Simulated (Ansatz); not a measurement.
Mulliken charges of `[NH2][V](=[O])([Cl])[Cl]` from PBE/def2-TZVPP in Ansatz (PBE0-D4/def2-TZVP geometry).

```
atom   x (Å)   y (Å)   z (Å)  charge (e)
  N1  -0.364   0.663   0.823      -0.382
  V2   0.301  -0.450  -0.417       0.824
  O3   1.383  -1.254   0.332      -0.369
 Cl4  -1.259  -1.748  -1.147      -0.224
 Cl5   1.167   0.689  -2.031      -0.224
  H6  -1.103   1.320   0.609       0.181
  H7  -0.063   0.712   1.785       0.196
```

Task: By hand: the dipole of these point charges (1 e Å = 4.8032 D).

Result: Σ q r = (-0.315, 0.454, 0.391) e Å, of length 0.677 e Å = 3.25 D.

Task: How does the dipole of the full density compare? (Best estimate.)

Result: Computed: (-0.288, 0.454, 0.461) e Å, 3.40 D; the point charges give 0.96 times that, at 6° from its direction.

Point charges leave out the atoms' own dipoles, such as those of lone pairs, and Mulliken's split depends on the basis, so the close match here is no proof of good charges.
